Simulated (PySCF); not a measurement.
H₅Cl₃Si₃ (SMILES [SiH3][SiH2][Si](Cl)(Cl)Cl), singlet, geometry from GFN2-xTB, atoms displaced at random by about 0.08 Å a coordinate. Base run: PySCF with TPSS/STO-3G, gradient.

Input for PySCF:
```python
from pyscf import gto, scf, dft

mol = gto.M(
    atom='''
Si   -3.208871    0.090424    0.375172
Si   -1.258954   -1.166961    0.031491
Si    0.706547   -0.051974   -0.081532
Cl    0.752631    1.280522   -1.745516
Cl    2.335327   -1.029719   -0.431059
Cl    0.794414    1.008909    1.559550
H    -3.245491    0.974019    1.367051
H    -3.400913    0.974093   -0.720250
H    -4.342240   -0.554779    0.569194
H    -1.102703   -2.167576    1.000127
H    -1.326457   -2.099160   -1.163172
''',
    basis='sto-3g',
    charge=0,
    spin=0,
    verbose=4,
)

mf = dft.RKS(mol)
mf.xc = 'tpss'
mf.kernel()
g = mf.nuc_grad_method()
grad = g.kernel()
```

The coordinate followed is x of atom 7.

The base run was repeated with changes; each row names its change, and settings that it needs were set with it.

```csv
change,dE/dx (Eh/bohr),net force (Eh/bohr)
base,-0.013674,0.000122
grid_response = on,-0.013677,0.000000
finite difference step (bohr) = 0.2; conv_tol = 1e-11,-0.013734,-
finite difference step (bohr) = 1e-5; conv_tol = 1e-11,-0.013678,-
grids.level = 0; grid_response = on,-0.014086,0.000000
grids.level = 1; grid_response = on,-0.013664,0.000000
conv_tol = 1e-4,-0.013683,0.000122
grids.level = 5; grid_response = on,-0.013675,0.000000
finite difference step (bohr) = 1e-4; conv_tol = 1e-11,-0.013677,-
finite difference step (bohr) = 1e-3; conv_tol = 1e-11,-0.013677,-
grids.level = 5; grid_response = off,-0.013675,0.000045
grids.level = 0; grid_response = off,-0.013734,0.013445
```

The net force is zero for an exact gradient.
